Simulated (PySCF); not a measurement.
VF2, SMILES [F][V][F] (connectivity only; charge and spin as stated), neutral, multiplicity 4.

The structure is a stationary point at B3LYP-D3(BJ)/def2-TZVP. The spin state was assumed, not searched.

Method: TDA-PBE/def2-TZVPD (PySCF).

Vertical excitations. The molecule is in vacuum.

| state | energy (eV) | λ (nm) | f | main pairs |
|---|---|---|---|---|
| root 1 | 0.84 | 1479 | 0.000 | α HOMO→LUMO 95 % |
| root 2 | 0.84 | 1479 | 0.000 | α HOMO→LUMO+1 95 % |
| root 3 | 0.94 | 1324 | 0.000 | α HOMO−2→LUMO+1 50 %, α HOMO−1→LUMO 50 % |
| root 4 | 0.94 | 1324 | 0.000 | α HOMO−2→LUMO 50 %, α HOMO−1→LUMO+1 50 % |
| root 5 | 1.62 | 763 | 0.000 | α HOMO−2→LUMO+1 48 %, α HOMO−1→LUMO 47 % |
| root 6 | 1.62 | 763 | 0.000 | α HOMO−2→LUMO 48 %, α HOMO−1→LUMO+1 47 % |
| root 7 | 4.51 | 275 | 0.124 | α HOMO→LUMO+2 85 % |
| root 8 | 4.51 | 275 | 0.124 | α HOMO→LUMO+3 89 % |
| root 9 | 4.58 | 270 | 0.000 | α HOMO−2→LUMO+3 50 %, α HOMO−1→LUMO+2 49 % |
| root 10 | 4.58 | 270 | 0.000 | α HOMO−1→LUMO+3 50 %, α HOMO−2→LUMO+2 49 % |
Unrestricted roots are not spin-pure.
